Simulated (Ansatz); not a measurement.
The cluster Mg2Te. The state is a triplet with charge 0. Geometry B3LYP-D4/def2-TZVP.

| atom | x (Å) | y (Å) | z (Å) |
| --- | --- | --- | --- |
| Mg1 | -1.1932 | 0.4385 | 1.5896 |
| Mg2 | 0.6554 | 0.6407 | -1.8173 |
| Te3 | 0.5377 | -1.0793 | 0.2277 |

In the def2 sets Te takes a core potential, while STO-3G treats all electrons; there is no spin–orbit coupling. HSE06 is defined as in plane-wave codes, on full-range PBE exchange. The structure comes from a short search, and lower isomers may exist.

Estimate the α-spin orbital energies around the gap (eV) in Ansatz with HF/STO-3G, revPBE-D4/def2-TZVP, BLYP-D4/def2-TZVP, PBE0-D4/def2-TZVP, HSE06-D4/def2-TZVP.


| orbital | HF/STO-3G | revPBE-D4/def2-TZVP | BLYP-D4/def2-TZVP | PBE0-D4/def2-TZVP | HSE06-D4/def2-TZVP |
| --- | --- | --- | --- | --- | --- |
| HOMO−9 | -36.40 | -39.58 | -39.42 | -42.73 | -42.32 |
| HOMO−8 | -36.24 | -39.48 | -39.32 | -42.63 | -42.22 |
| HOMO−7 | -36.18 | -39.47 | -39.31 | -42.62 | -42.21 |
| HOMO−6 | -36.15 | -39.45 | -39.28 | -42.60 | -42.18 |
| HOMO−5 | -12.85 | -14.24 | -14.15 | -16.03 | -15.61 |
| HOMO−4 | -6.00 | -6.71 | -6.53 | -7.79 | -7.39 |
| HOMO−3 | -4.96 | -6.53 | -6.35 | -7.58 | -7.18 |
| HOMO−2 | -2.57 | -5.07 | -4.88 | -6.00 | -5.62 |
| HOMO−1 | -1.99 | -4.40 | -4.20 | -5.21 | -4.84 |
| HOMO | -1.98 | -4.16 | -3.95 | -4.96 | -4.58 |
| LUMO | 12.37 | -2.17 | -1.93 | -1.66 | -2.01 |
| LUMO+1 | 12.88 | -1.51 | -1.29 | -0.98 | -1.33 |
| LUMO+2 | 13.12 | -1.50 | -1.28 | -0.95 | -1.30 |
| LUMO+3 | 13.43 | -0.98 | -0.75 | -0.39 | -0.75 |
| LUMO+4 | 16.54 | -0.30 | -0.12 | 0.23 | -0.11 |
| LUMO+5 | 17.73 | 0.54 | 0.69 | 1.14 | 0.79 |
| β HOMO | -2.27 | -4.97 | -4.79 | -5.90 | -5.51 |
| β LUMO | 8.26 | -3.31 | -3.38 | -2.74 | -3.09 |
